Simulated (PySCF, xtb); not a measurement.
Si(CCH)(Me)(OH)2 (C3H6O2Si), SMILES C#C[Si](C)(O)O.

GFN2-xTB (xtb 6.7.1) at its own geometry gives an orbital gap of 5.66 eV and a dipole moment of 1.18 D.

Geometry: B3LYP-D3(BJ)/def2-SVP. The structure was generated by enumeration, and PubChem lists no compound with its InChIKey, so it may never have been made. Other conformers were not sampled.

Problem. What does PySCF with PBE/def2-TZVP give? (Estimate from the structure and the level; the computed values follow.)

Solution. gap 5.92 eV (levels -6.92 and -1.00 eV), dipole 0.33 D.
